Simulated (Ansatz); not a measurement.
Relaxation of BH6NO2 (10 atoms, charge 0, multiplicity 1), to a largest force component of 0.03 eV/Å in at most 50 steps.

Level of theory: Ansatz 0.2.0, RHF/def2-SVP.

```xyz
10
Properties=species:S:1:pos:R:3
B -0.019 -0.363 -0.139
H -0.065 -0.646 1.022
O 1.156 -0.299 -0.797
H 1.912 -0.503 -0.276
O -1.148 -0.152 -0.848
H -1.947 -0.260 -0.360
N -0.001 2.090 1.134
H 0.951 2.181 0.823
H -0.596 2.162 0.328
H -0.113 1.153 1.535
```

**Question.** Where does it end, and by what steps?

**Answer.** The forces met the threshold. The force dipped under the threshold on the way, but the program's further checks kept it going. After 11 steps the energy has fallen by 0.256 eV; H10 moved furthest, 0.85 Å.

```json
{"step": "0", "energy less start (eV)": "0.0000", "largest force component (eV/Å)": "1.335", "accepted": "yes"}
{"step": "1", "energy less start (eV)": "-0.1557", "largest force component (eV/Å)": "0.530", "accepted": "yes"}
{"step": "2", "energy less start (eV)": "-0.1989", "largest force component (eV/Å)": "0.616", "accepted": "yes"}
{"step": "3", "energy less start (eV)": "-0.2227", "largest force component (eV/Å)": "0.698", "accepted": "yes"}
{"step": "4", "energy less start (eV)": "-0.2338", "largest force component (eV/Å)": "0.311", "accepted": "yes"}
{"step": "5", "energy less start (eV)": "-0.2481", "largest force component (eV/Å)": "0.320", "accepted": "yes"}
{"step": "6", "energy less start (eV)": "-0.2547", "largest force component (eV/Å)": "0.087", "accepted": "yes"}
{"step": "7", "energy less start (eV)": "-0.2555", "largest force component (eV/Å)": "0.071", "accepted": "yes"}
{"step": "8", "energy less start (eV)": "-0.2560", "largest force component (eV/Å)": "0.067", "accepted": "yes"}
{"step": "9", "energy less start (eV)": "-0.2563", "largest force component (eV/Å)": "0.021", "accepted": "yes"}
{"step": "10", "energy less start (eV)": "-0.2563", "largest force component (eV/Å)": "0.061", "accepted": "no"}
{"step": "11", "energy less start (eV)": "-0.2564", "largest force component (eV/Å)": "0.006", "accepted": "yes"}
```

```xyz
10
Properties=species:S:1:pos:R:3
B -0.019 -0.630 -0.261
H -0.110 -1.317 0.726
O 1.184 -0.307 -0.775
H 1.918 -0.676 -0.314
O -1.118 -0.160 -0.883
H -1.934 -0.430 -0.496
N 0.055 2.487 1.186
H 0.907 2.227 0.721
H -0.693 2.296 0.542
H -0.060 1.874 1.975
```

Whether the end is a true minimum wasn't checked by a vibrational analysis.

Time of the run: 6.6 s on 1 thread of AMD EPYC 9R45 96-Core Processor (Zen 5), on a shared host, peak memory 0.16 GiB.
